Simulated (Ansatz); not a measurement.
Molecule: C6H12N, net charge 0, doublet state. It need not be the lowest isomer of its formula. 
Geometry from a B3LYP-D3(BJ)/def2-TZVP (Ansatz, a quantum-chemistry and plane-wave program) optimisation:
```xyz
19

C     -1.8602     0.1324    -0.0390
C     -1.1894    -1.2362     0.0811
C      0.2075    -1.1172     0.6985
C      1.0306    -0.0765     0.0137
C      0.3957     1.2485    -0.2525
C     -1.0036     1.0985    -0.8576
N      2.3936    -0.0572     0.3314
H     -2.0158     0.5478     0.9635
H     -2.8492     0.0287    -0.4924
H     -1.8046    -1.9098     0.6825
H     -1.1056    -1.6823    -0.9148
H      0.7179    -2.0862     0.6697
H      0.1004    -0.8658     1.7702
H      0.3142     1.8218     0.6897
H      1.0310     1.8494    -0.9125
H     -0.9145     0.7193    -1.8803
H     -1.4875     2.0763    -0.9200
H      2.9489     0.5733    -0.2303
H      2.8262    -0.9688     0.3897
```
Charge 0, spin multiplicity 2.

Total electronic energies in hartree. Cores are frozen in the correlated levels unless marked. UHF or UKS for open shells. Spin-orbit coupling is left out. No relativistic terms. CBS marks a two-point X^-3 extrapolation of the correlation energy; Hartree-Fock from the larger set. The bracket is a focal-point correction in the basis named.

```json
[
 {"level": "HF/cc-pVDZ", "program": "Ansatz", "energy (Eh)": "-288.63620"},
 {"level": "HF/cc-pVQZ", "program": "Ansatz", "energy (Eh)": "-288.73401"},
 {"level": "SVWN5/def2-TZVPD", "program": "Ansatz", "energy (Eh)": "-288.03107"},
 {"level": "PBE0-D3(BJ)/def2-TZVP", "program": "Ansatz + dftd3", "energy (Eh)": "-290.34735"},
 {"level": "PBE0-D3(BJ)/def2-TZVPD", "program": "Ansatz + dftd3", "energy (Eh)": "-290.34934"},
 {"level": "PBE0-D4/def2-TZVP", "program": "Ansatz + dftd4", "energy (Eh)": "-290.34641"},
 {"level": "PBE0/def2-QZVPP", "program": "Ansatz", "energy (Eh)": "-290.35391"},
 {"level": "BHLYP-D3(BJ)/def2-TZVPD", "program": "Ansatz + dftd3", "energy (Eh)": "-290.52128"},
 {"level": "BHLYP/def2-TZVPD", "program": "Ansatz", "energy (Eh)": "-290.49953"},
 {"level": "r2SCANh-D4/def2-TZVPD", "program": "Ansatz + dftd4", "energy (Eh)": "-290.50335"},
 {"level": "HSE06-D3(BJ)/def2-TZVPD", "program": "Ansatz + dftd3", "energy (Eh)": "-290.32784"},
 {"level": "CAM-B3LYP-D3(BJ)/def2-TZVPD", "program": "Ansatz + dftd3", "energy (Eh)": "-290.53355"},
 {"level": "CAM-B3LYP-D4/def2-TZVPD", "program": "Ansatz + dftd4", "energy (Eh)": "-290.53447"},
 {"level": "CAM-B3LYP/def2-TZVPD", "program": "Ansatz", "energy (Eh)": "-290.52066"},
 {"level": "B2PLYP-D3(BJ)/def2-TZVPD", "program": "Ansatz + dftd3", "energy (Eh)": "-290.41684"},
 {"level": "B2PLYP-D4/def2-TZVPD", "program": "Ansatz + dftd4", "energy (Eh)": "-290.41539"},
 {"level": "MP2/STO-3G", "program": "Ansatz", "energy (Eh)": "-285.49346"},
 {"level": "SCS-MP2/cc-pVDZ", "program": "Ansatz", "energy (Eh)": "-289.61883"},
 {"level": "CCSD/6-31G", "program": "Ansatz", "energy (Eh)": "-289.20008"},
 {"level": "CCSD/cc-pVDZ", "program": "Ansatz", "energy (Eh)": "-289.71169"},
 {"level": "CCSD/cc-pVTZ", "program": "Ansatz", "energy (Eh)": "-289.99575"},
 {"level": "CCSD(T)/cc-pVTZ", "program": "Ansatz", "energy (Eh)": "-290.04917"},
 {"level": "RI-MP2/CBS(cc-pVTZ,cc-pVQZ)+[CCSD(T)-MP2]/cc-pVTZ", "program": "Ansatz", "energy (Eh)": "-290.2013"}
]
```

Totals of different functionals don't rank their quality; only differences between species are comparable.
